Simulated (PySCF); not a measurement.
PySCF input for CH₇NOSi, SMILES C[SiH](N)O, KT2/pcSseg-1. The structure is a stationary point at PBE-D3(BJ)/def2-SVP. This is a generated structure with no PubChem entry under its InChIKey; it may be hypothetical. The values are those of a single conformer.

```python
import numpy as np
from pyscf import gto, scf, dft
from pyscf.prop.nmr import rks as nmr

mol = gto.M(
    atom='''
    Si    0.04808149    0.10069292   -0.35646909
    C     1.38687771   -1.00498403    0.36987106
    N    -1.47162964   -0.69143657   -0.03046985
    O     0.01347889    1.65086714    0.30513396
    H     0.34516894    0.38543382   -1.80315868
    H     1.46571840   -1.96053277   -0.18958064
    H     1.18244809   -1.24629503    1.43347706
    H     2.37366510   -0.50257270    0.31649872
    H    -2.32435727   -0.37613743   -0.49967223
    H    -1.48443976   -1.70796279    0.08087053
    H    -0.35903408    1.66138887    1.20512353
    ''',
    basis='pcSseg-1',
    charge=0,
    spin=0,
    max_memory=1600,
    verbose=3,
)
mf = dft.RKS(mol, xc='kt2')
mf.grids.level = 3
mf.conv_tol = 1e-10
mf.max_cycle = 100
mf.kernel()
n = nmr.NMR(mf)
n.verbose = 2
n.max_cycle_cphf = 60
sigma = n.kernel()
print('atom   isotropic/ppm   span/ppm')
for i, s in enumerate(sigma):
    w = np.linalg.eigvalsh((s + s.T) / 2)
    print(f'{mol.atom_symbol(i):2s}{i + 1:3d} {w.mean():14.3f} {w[2] - w[0]:11.3f}')
```

It prints:

```
converged SCF energy = -466.996901817786
atom   isotropic/ppm   span/ppm
Si  1        368.173      69.201
C   2        181.337      18.184
N   3        227.728      60.674
O   4        263.194      64.166
H   5         25.855       8.258
H   6         31.002      10.199
H   7         30.924       9.185
H   8         30.753      10.349
H   9         30.268      17.255
H  10         30.456      15.778
H  11         30.119      17.603
```

Self-consistency was reached.
